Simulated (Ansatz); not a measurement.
`C[Si](N)([SiH3])Cl` + HCl → `N[Si]([SiH3])(Cl)Cl` + CH₄ at 298.15 K and 1 bar (ligand exchange at the Si–C bond).

Program: Ansatz. Geometries: PBE0-D4/def2-TZVP. ΔE: electronic, gas phase. CBS: MP2 limit from def2 TZ/QZ plus the TZ coupled-cluster correction, frozen cores. This one scheme is used for every species. Each species was taken in one conformer, which may not be the lowest.

```tsv
species	CCSD(T)/CBS energy (Eh)	H − E (kJ/mol)	S (J/(mol·K))
`C[Si](N)([SiH3])Cl`	-1135.60557	264.2	392.7
HCl	-460.38127	26.6	186.8
`N[Si]([SiH3])(Cl)Cl`	-1555.56297	170.2	389.9
CH₄	-40.46206	127.4	186.2
```

H − E and S are ideal-gas, rigid-rotor, harmonic terms from PBE0-D4/def2-TZVP, for one conformer and one mirror image of each species. 1 Eh = 2625.50 kJ/mol, R = 8.31446 J/(mol·K).

By hand: ΔE, ΔH, ΔS and ΔG.

ΔE = (-1555.56297) + (-40.46206) − (-1135.60557) − (-460.38127) = -0.03819 Eh = -100.3 kJ/mol. Δ(H − E) = 170.2 + 127.4 − 264.2 − 26.6 = 6.8, so ΔH = -93.5 kJ/mol. ΔS = 389.9 + 186.2 − 392.7 − 186.8 = -3.4 J/(mol·K). ΔG = -93.5 − 298.15 × (-3.4)/1000 = -92.5 kJ/mol.

By hand: the equilibrium constant, and the temperature at which ΔG would vanish if ΔH and ΔS stayed fixed.

log₁₀ K = −ΔG/(RT ln 10) = 16.2. ΔG = 0 at ΔH/ΔS = 27500 K, far beyond where these terms or the molecules hold.

The number of gas molecules stays the same, so ΔS is small and ΔH decides. A doubt of 5 kJ/mol in ΔE shifts log₁₀ K by 0.9 here. Other conformers and mirror images would add mixing entropy, several J/(mol·K) or more a flexible species. These are equilibria of isolated gas molecules and say nothing of rates. Largest T1 diagnostic: 0.011 (customary marks: 0.02 for closed shells, 0.045 for open ones).
